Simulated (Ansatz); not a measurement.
A geometry relaxed with Ansatz (a quantum-chemistry and plane-wave program) with PBE0-D3(BJ)/def2-TZVP, charge 0, multiplicity 1:

```xyz
7

S     -0.8925     1.2968    -0.3624
H     -0.4130    -0.4017     1.2786
S      1.0141    -1.1283    -0.5222
H     -1.2902    -0.9990    -0.1222
H      0.1347     1.9258     0.2298
H      1.9061    -0.3274     0.0814
C     -0.4591    -0.3663     0.1919
```

### Question
Write the SMILES of this molecule.

### Answer
`SCS`
